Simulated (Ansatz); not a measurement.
The cluster Y₂O₂. Total charge 0; singlet. Geometry PBE0-D4/def2-TZVP; atoms count from 1.

| atom | x (Å) | y (Å) | z (Å) |
| --- | --- | --- | --- |
| Y1 | -0.766 | -1.757 | 0.348 |
| Y2 | 0.945 | 1.676 | 0.301 |
| O3 | 0.540 | -0.277 | -0.537 |
| O4 | -0.719 | 0.357 | -0.111 |

In the def2 sets Y takes a core potential; there is no spin–orbit coupling. The structure holds one bond between oxygen atoms, so isomers without such links may lie far lower. The restricted singlet is unstable: a solution with broken spin symmetry lies lower. The geometry of the singlet was relaxed on an unsound state (restricted singlet, unstable towards broken spin symmetry). The structure comes from a short search, and lower isomers may exist.

Estimate the Mulliken populations from the PBE0/def2-TZVP orbitals of Ansatz.


| atom | charge (e) | d electrons |
| --- | --- | --- |
| Y1 | 0.39 | 0.71 |
| Y2 | 0.39 | 0.71 |
| O3 | -0.39 | – |
| O4 | -0.39 | – |
Mulliken values and Mayer orders depend strongly on the basis.

And the Mayer bond orders between bonded heavy atoms (over 0.3)?

Y1–O3 0.52 (2.16 Å); Y1–O4 0.52 (2.16 Å); Y2–O3 0.52 (2.16 Å); Y2–O4 0.52 (2.16 Å); O3–O4 0.82 (1.47 Å).
